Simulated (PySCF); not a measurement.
Spinor energies of I²⁺ (iodine, charge +2)

Start: [Kr] 4d10 5s2 5p3; 5p1/2 filled at m_j = -1/2, +1/2; 5p3/2 filled at m_j = +3/2. Calculated with PySCF 2.14 in x2c-TZVPPall-2c with one added diffuse shell each of s, p, d, f type (9s10p6d3f, 90 functions): generalised Hartree-Fock with the X2C-1e Hamiltonian and a Gaussian nucleus; spin-orbit coupling (SO) screened by Boettger's factors.

```json
{"spinor shell": "1s1/2", "electrons": "2", "ε, screened SO (eV)": "-33350.7", "weight of nominal j (screened SO)": "1.000", "rms radius, screened SO (bohr)": "0.0311"}
{"spinor shell": "2s1/2", "electrons": "2", "ε, screened SO (eV)": "-5269.2", "weight of nominal j (screened SO)": "1.000", "rms radius, screened SO (bohr)": "0.127"}
{"spinor shell": "2p1/2", "electrons": "2", "ε, screened SO (eV)": "-4933.1", "weight of nominal j (screened SO)": "1.000", "rms radius, screened SO (bohr)": "0.109"}
{"spinor shell": "2p3/2", "electrons": "4", "ε, screened SO (eV)": "-4631.6", "weight of nominal j (screened SO)": "1.000", "rms radius, screened SO (bohr)": "0.115"}
{"spinor shell": "3s1/2", "electrons": "2", "ε, screened SO (eV)": "-1122.2", "weight of nominal j (screened SO)": "1.000", "rms radius, screened SO (bohr)": "0.334"}
{"spinor shell": "3p1/2", "electrons": "2", "ε, screened SO (eV)": "-981.94", "weight of nominal j (screened SO)": "1.000", "rms radius, screened SO (bohr)": "0.327"}
{"spinor shell": "3p3/2", "electrons": "4", "ε, screened SO (eV)": "-923.41", "weight of nominal j (screened SO)": "1.000", "rms radius, screened SO (bohr)": "0.338"}
{"spinor shell": "3d3/2", "electrons": "4", "ε, screened SO (eV)": "-678.45", "weight of nominal j (screened SO)": "1.000", "rms radius, screened SO (bohr)": "0.311"}
{"spinor shell": "4s1/2", "electrons": "2", "ε, screened SO (eV)": "-231.09", "weight of nominal j (screened SO)": "1.000", "rms radius, screened SO (bohr)": "0.787"}
{"spinor shell": "4p1/2", "electrons": "2", "ε, screened SO (eV)": "-179.84", "weight of nominal j (screened SO)": "0.999", "rms radius, screened SO (bohr)": "0.826"}
{"spinor shell": "4p3/2", "electrons": "4", "ε, screened SO (eV)": "-168.23", "weight of nominal j (screened SO)": "0.999", "rms radius, screened SO (bohr)": "0.855"}
{"spinor shell": "4d3/2", "electrons": "4", "ε, screened SO (eV)": "-83.824", "weight of nominal j (screened SO)": "0.983", "rms radius, screened SO (bohr)": "0.985"}
{"spinor shell": "4d5/2", "electrons": "6", "ε, screened SO (eV)": "-81.881", "weight of nominal j (screened SO)": "0.989", "rms radius, screened SO (bohr)": "0.994"}
{"spinor shell": "5s1/2", "electrons": "2", "ε, screened SO (eV)": "-41.260", "weight of nominal j (screened SO)": "1.000", "rms radius, screened SO (bohr)": "2.03"}
{"spinor shell": "5p1/2", "electrons": "2", "ε, screened SO (eV)": "-30.573", "weight of nominal j (screened SO)": "0.657", "rms radius, screened SO (bohr)": "2.33"}
{"spinor shell": "5p3/2", "electrons": "1", "ε, screened SO (eV)": "-29.727", "weight of nominal j (screened SO)": "1.000", "rms radius, screened SO (bohr)": "2.39"}
```

(1) Where does 3d5/2 lie, and what is the 3d spin-orbit splitting (screened SO)?

| quantity | screened SO |
| --- | --- |
| E (hartree) | -7112.79497 |
| M_J | 3/2 |
| ⟨J²⟩ | 3.757 |
| ⟨L²⟩ | 0.149 |
| ⟨S²⟩ | 3.601 |

Each row is a mean over spinors that exchange with the open shell spreads, by up to 7.722 eV (5s1/2).

Rows whose weight is well below 1 are mixtures of j = l ± 1/2: exchange outweighs spin-orbit coupling there, and the label is only the starting occupation.

Breit and QED terms are absent; they matter most for the inner s and p1/2 levels.

Densities and radii are taken from the X2C orbitals without a picture-change correction, which distorts them close to the nucleus.

## Answers

(1) At -666.39 eV, 12.063 eV above 3d3/2.
